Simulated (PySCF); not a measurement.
C6H5, doublet, at a GFN2-xTB geometry, with bond 9-4 at 1.6 times its length. Base run: B3LYP/STO-3G (PySCF).

Geometry (Å):
```xyz
11

C      0.0066     1.3939     0.0021
C      1.2129     0.7589     0.0099
C      1.2005    -0.6351     0.0078
C     -0.0062    -1.3127    -0.0019
C     -1.2064    -0.6238    -0.0097
C     -1.2056     0.7703    -0.0077
H      2.1477     1.2989     0.0175
H      2.1355    -1.1772     0.0139
H     -0.0144    -3.0420    -0.0045
H     -2.1465    -1.1570    -0.0173
H     -2.1354     1.3192    -0.0136
```
Charge 0, spin multiplicity 2.
Orbitals are unrestricted.
All else is at PySCF's defaults.
Base energy -228.58766 Eh.

Variants of this job, named by their change:

| change | ΔE vs base (mEh) | SCF cycles | <S^2> | outcome |
|---|---|---|---|---|
| base | 0.000 | 16 | 0.761 | converged |
| conv_tol = 1e-6 | 0.000 | 11 | 0.761 | converged |
| DIIS = ADIIS | 0.000 | 33 | 0.761 | converged |
| diis_space = 12 | 0.000 | 14 | 0.761 | converged |
| level_shift = 0.5 (with mf.max_cycle = 100) | 0.000 | 21 | 0.761 | converged |
| conv_tol = 1e-7 | 0.000 | 13 | 0.761 | converged |
| diis_space = 2 | 0.000 | 47 | 0.761 | converged |
| level_shift = 0.1 (with mf.max_cycle = 100) | 0.000 | 16 | 0.761 | converged |
| diis = off (with mf.max_cycle = 100) | - | 100 | - | not converged |
| diis = off; damp = 0.6 (with mf.diis_start_cycle = 200; with mf.max_cycle = 150) | 0.000 | 61 | 0.761 | converged |
| init_guess = mod_huckel | 0.000 | 17 | 0.761 | converged |
| conv_tol = 1e-12 | 0.000 | 22 | 0.761 | converged |
| level_shift = 0.3 (with mf.max_cycle = 100) | 0.000 | 20 | 0.761 | converged |

Open shells are given as the SCF converged; they aren't shown to be the lowest states, and a large step between rows can be another state.
